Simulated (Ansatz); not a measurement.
Computed with Ansatz on PBE0-D4/def2-TZVP structures; ΔE is electronic, products minus reactants. CCSD(T)/CBS is the MP2 limit (def2-TZVPP, def2-QZVPP) plus CCSD(T) − MP2 in def2-TZVPP, frozen cores. Functionals use def2-TZVPP. One conformer a species, not always the lowest.

`CC(F)OCO` + `O[SiH3]` → `OC[SiH2]O` + `CC(O)F`  (formal exchange of groups at a C–O bond)

Task: Is it downhill or uphill in electronic energy at CCSD(T)/CBS, and by how much? (An estimate is asked.)

Result: The calculation gave: Downhill: ΔE = -22.6 kJ/mol.

Task: What do these levels give: PBE-D4, ωB97X-V, ωB97M-V, PBE, PBE0, SCS-MP2/def2-TZVPP, CCSD/def2-TZVPP, CCSD(T)/def2-TZVPP, MP2/def2-QZVPP, SCS-MP2/def2-QZVPP, HF/CBS(def2), MP2/CBS(def2)? (An estimate is asked.)

Result: Computed: PBE-D4 -25.9, ωB97X-V -17.0, ωB97M-V -22.0, PBE -25.6, PBE0 -23.9, SCS-MP2/def2-TZVPP -16.3, CCSD/def2-TZVPP -17.0, CCSD(T)/def2-TZVPP -17.1, MP2/def2-QZVPP -23.9, SCS-MP2/def2-QZVPP -19.7, HF/CBS(def2) -6.5, MP2/CBS(def2) -26.1 kJ/mol.

Largest T1 diagnostic among the species: 0.011.

In def2-TZVPP, CCSD(T) changes the Hartree–Fock value by −11.0 kJ/mol (the triples alone add −0.1 kJ/mol) and MP2 by −14.5 kJ/mol.
